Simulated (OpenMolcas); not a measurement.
# Computed levels of W²⁺

* Program: OpenMolcas 26.06
* Method: MS-CASPT2, IPEA 0.25 Eh, imaginary shift 0.1 Eh (closed shells correlated: 5s 5p)
* Basis: ANO-RCC-VTZP [8s7p5d3f2g1h]
* Scalar Hamiltonian: DKH2, point nucleus
* Active space: 4 electrons in 5 orbitals (5d)
* State averaging: 2S+1 = 5 even, 5 roots; 2S+1 = 3 even, 45 roots; 2S+1 = 1 even, 50 roots
* Spin-orbit coupling: RASSI with atomic mean-field integrals over the reference wave functions, term energies averaged over their components

Spin-free terms above the lowest, with the occupations of the reference:

```
Configuration   Term  E (cm⁻¹)  Occupations
          5d⁴     ⁵D       0.0      5d 4.00
          5d⁴  ³P(1)     10990      5d 4.00
          5d⁴     ³H     12590      5d 4.00
          5d⁴  ³F(1)     13210      5d 4.00
          5d⁴     ³G     15270      5d 4.00
          5d⁴     ³D     18940      5d 4.00
          5d⁴     ¹I     19000      5d 4.00
          5d⁴  ¹G(1)     19520      5d 4.00
          5d⁴  ¹D(1)     20090      5d 4.00
          5d⁴  ¹S(1)     22170      5d 4.00
          5d⁴     ¹F     25300      5d 4.00
          5d⁴  ³P(2)     31240      5d 4.00
          5d⁴  ³F(2)     31910      5d 4.00
          5d⁴  ¹G(2)     35830      5d 4.00
          5d⁴  ¹D(2)     48250      5d 4.00
          5d⁴  ¹S(2)     62220      5d 4.00
```

With spin-orbit coupling, above the lowest level:

```
Configuration   Term  J  E (cm⁻¹)  Measured (cm⁻¹)      g  Term weight %    Second
          5d⁴     ⁵D  0       0.0              0.0                    72  26 ³P(1)
          5d⁴     ⁵D  1      2190             2256  1.500             87  13 ³P(1)
          5d⁴     ⁵D  2      4410             4461  1.487             94   3 ³P(1)
          5d⁴     ⁵D  3      6310             6278  1.476             93   4 ³F(1)
          5d⁴     ⁵D  4      7870             7687  1.454             84  14 ³F(1)
          5d⁴  ³P(1)  0     12040             9904                    62     28 ⁵D
          5d⁴     ³H  4     15090            13701  0.939             59     16 ³G
          5d⁴  ³P(1)  1     15990            12881  1.448             83     11 ⁵D
          5d⁴  ³F(1)  2     17500                   0.771             74  17 ¹D(1)
          5d⁴     ³G  3     17600                   0.919             54  38 ³F(1)
          5d⁴     ³H  5     18230                   1.067             80     20 ³G
          5d⁴     ³H  6     19800                   1.138             83     17 ¹I
          5d⁴  ³P(1)  2     20520                   1.415             75     20 ³D
          5d⁴  ³F(1)  4     20830                   1.086             40     31 ³H
          5d⁴     ³G  4     22610                   1.083             50  28 ¹G(1)
          5d⁴  ³F(1)  3     23040                   0.990             57     31 ³G
          5d⁴     ³D  3     24890                   1.244             76     10 ³G
          5d⁴     ³D  2     25070                   1.060             35  32 ¹D(1)
          5d⁴     ³G  5     25590                   1.167             80     20 ³H
          5d⁴     ³D  1     27410                   0.563             94   4 ³P(1)
          5d⁴     ¹I  6     27740                   1.029             83     17 ³H
          5d⁴  ¹D(1)  2     30810                   1.102             38     33 ³D
          5d⁴  ¹G(1)  4     31000                   1.050             58  17 ³F(1)
          5d⁴  ¹S(1)  0     31180                                     82  11 ³P(1)
          5d⁴     ¹F  3     33350                   1.045             74     15 ³D
          5d⁴  ³P(2)  2     37200                   1.440             88   6 ¹D(1)
          5d⁴  ³F(2)  4     39190                   1.203             77  15 ¹G(2)
          5d⁴  ³F(2)  2     40530                   0.726             85   6 ¹D(1)
          5d⁴  ³F(2)  3     41160                   1.077             87     11 ¹F
          5d⁴  ³P(2)  1     41300                   1.491             99          
          5d⁴  ³P(2)  0     43540                                     90   6 ¹S(1)
          5d⁴  ¹G(2)  4     44550                   1.038             83  15 ³F(2)
          5d⁴  ¹D(2)  2     56240                   1.001             97          
          5d⁴  ¹S(2)  0     70480                                     97   3 ³P(2)
```

Against the 7 measured excited levels shown (NIST levels as listed in McCann et al., Mon. Not. R. Astron. Soc. 538, 537 (2025)) the mean absolute deviation is 990 cm-1; the largest miss in energy is 5d⁴ ³P₁(1): computed 15990, measured 12881 cm⁻¹ (+24.1 %).

Spin-orbit coupling puts the lowest level 7361 cm⁻¹ below the lowest spin-free term.

For ⁵D the intervals divided by the larger J are 2192.2, 1109.5, 633.7, 389.0 cm-1. Landé's interval rule makes them equal in pure LS coupling; they differ by 167 % of their mean. The multiplet is regular.

Term energies are means over components that CASPT2 splits; among the terms shown or strongly mixed into the levels shown the widest spread is 1200 cm-1 (5d⁴ ¹G(2)). Over all roots computed the reference weight is 0.90 to 0.95; the roots of lowest weight are the least certain, and an intruder state may touch them. Configurations with an s electron lie low in 5d ions of this charge, fall among these levels and mix in, so low-spin terms can stand far too high, up to twice their true height, and weights are not those of the real levels. The CASPT2 spread within a term exceeds the gap to the next term for 5d⁴ ³D and 5d⁴ ¹I, 5d⁴ ¹I and 5d⁴ ¹G(1), so the order of their levels is uncertain. Some terms miss by over 15 % even with CASPT2, which points to a basis or an active space too small for the shells correlated. Computed and measured levels are paired by configuration, term and J; levels that our copy of the source lacks, or whose pairing is in doubt (as where it misses far off the trend of its configuration), stay unpaired and out of the deviations. Only configurations of the active space appear.

The term weight is that of the spin-free term in the level, not the purity of its configuration. A number in round brackets counts repeated terms of one configuration in the order of the reference energies.
